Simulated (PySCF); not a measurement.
C2H3ClF2Si, SMILES F/C=C\[Si@H](F)Cl.

The structure is a stationary point at PBE0-D3(BJ)/def2-SVP. The structure was generated by enumeration; whether it is a known compound was not checked. The values are those of a single conformer.

The numbers are results of PySCF with PBE/def2-TZVP, not measurements.

Computed frontier levels, gap, dipole moment and polarisability:
```
Item                                                                                                           Result
---------------------------------------------------------------------------------------------  ----------------------
highest occupied level                                                                                       -7.12 eV
lowest empty level                                                                                           -2.08 eV
orbital gap                                                                                                   5.05 eV
dipole moment                                                                                                  2.40 D
quadrupole, principal values (traceless, Buckingham form, about the centre of nuclear charge)  -5.24, -2.71, 7.95 D·Å
mean static polarisability                                                                       60.7 bohr³ (8.99 Å³)
polarisability, principal values                                                               46.4, 55.1, 80.6 bohr³
```
